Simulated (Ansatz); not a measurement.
CH6BFOSi can be A, `BO[SiH](C)F`, or B, `OB([SiH3])CF`.

Computed with Ansatz on PBE0-D4/def2-TZVP structures; ΔE is electronic, products minus reactants. CCSD(T)/CBS is the MP2 limit (def2-TZVPP, def2-QZVPP) plus CCSD(T) − MP2 in def2-TZVPP, frozen cores. DFT in def2-TZVPP. B3LYP here is the variant with VWN-RPA as its local correlation; programs differ in this. Each species was taken in one conformer, which may not be the lowest.

(1) Which isomer does CCSD(T)/CBS put lower? Give the gap. (Best estimate.)

(2) Give E(B) − E(A) in kcal/mol with PBE-D4, HF/def2-TZVPP, CCSD/def2-TZVPP, r2SCAN-D4, B2PLYP, CCSD(T)/def2-TZVPP, B3LYP-D4. (Best estimate.)

Largest T1 diagnostic: 0.013.

Results:

(1) Computed: A, by 87.1 kcal/mol.

(2) Ansatz gave: PBE-D4 76.0, HF/def2-TZVPP 91.6, CCSD/def2-TZVPP 86.5, r2SCAN-D4 84.0, B2PLYP 86.8, CCSD(T)/def2-TZVPP 85.6, B3LYP-D4 83.9. None reverses the order clearly.

In def2-TZVPP, CCSD(T) changes the Hartree–Fock value by −6.0 kcal/mol (the triples alone add −1.0 kcal/mol) and MP2 by −1.1 kcal/mol. From PBE to PBE0 (25 % exact exchange), in def2-TZVPP and without D4, E(B) − E(A) moves by +3.9 kcal/mol.
